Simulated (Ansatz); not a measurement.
Consider the ligand exchange at the Si–S bond: `[SiH3]S[CH2][GeH3]` + `C=CS` → `C=CS[SiH3]` + `S[CH2][GeH3]`.

Isolated molecules relaxed with PBE0-D4/def2-TZVP in Ansatz; ΔE leaves out vibrations. CCSD(T)/CBS adds triple-zeta CCSD(T) − MP2 to the extrapolated MP2 energy (def2 sets, frozen cores). This one scheme is used for every species. DFT in def2-TZVPP. For Ge outer-core shells are correlated without core-valence functions, which leaves a few kJ/mol of doubt a bond. Scalar relativity is left out up to krypton. One conformer a species, not always the lowest.

| level | ΔE (kcal/mol) | difference from CCSD(T)/CBS |
| --- | --- | --- |
| r2SCAN-D4 | 0.6 | 0.3 |
| ωB97X-V | 0.2 | -0.1 |
| ωB97M-V | 0.2 | -0.1 |
| PBE-QIDH | 0.2 | -0.1 |
| r2SCAN | 0.5 | 0.2 |
| r2SCANh | 0.5 | 0.2 |
| BHLYP | 0.2 | -0.1 |
| HF/def2-SVP | 0.2 | -0.1 |
| MP2/def2-TZVPP | 0.2 | -0.1 |
| MP2/CBS(def2) | 0.3 | 0.0 |
| CCSD(T)/CBS | 0.3 | 0 |

Largest T1 diagnostic among the species: 0.012.

Leaving LDA and LC-ωPBE aside and taking each functional with its dispersion term where it has one, the values, not all of them listed here, spread over 0.3 kcal/mol, from B2PLYP to r2SCAN-D4.
